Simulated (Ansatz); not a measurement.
Molecule: sum formula HSO, net charge 0, doublet state. It need not be the lowest isomer of its formula. SMILES: O[S]
Geometry: optimised at B3LYP-D3(BJ)/def2-TZVP (Ansatz, a first-principles code).

Property: vertical electron affinity (to the singlet state of charge -1; a negative value means that the extra electron is unbound and the number depends on the basis; each state is the SCF solution reached for its spin), in eV. Cores are frozen in the correlated levels unless marked. Open shells are spin-unrestricted. No spin-orbit coupling. No relativistic terms. Anions need diffuse functions: aug- sets have them; def2-D sets add few. CBS(X,Y): correlation extrapolated as X^-3; Hartree-Fock from the larger set.

| level | program | vertical electron affinity (eV) |
|---|---|---|
| B2PLYP/def2-TZVPD | Ansatz | 1.31 |
| SCS-MP2/aug-cc-pV(D+d)Z | Ansatz | 1.24 |
| CCSD(T)/CBS(def2-TZVPPD,def2-QZVPPD) | Ansatz | ? |

Problem. Some entries are withheld; supply them.

Solution. 
- CCSD(T)/CBS(def2-TZVPPD,def2-QZVPPD), vertical electron affinity (eV): 1.45
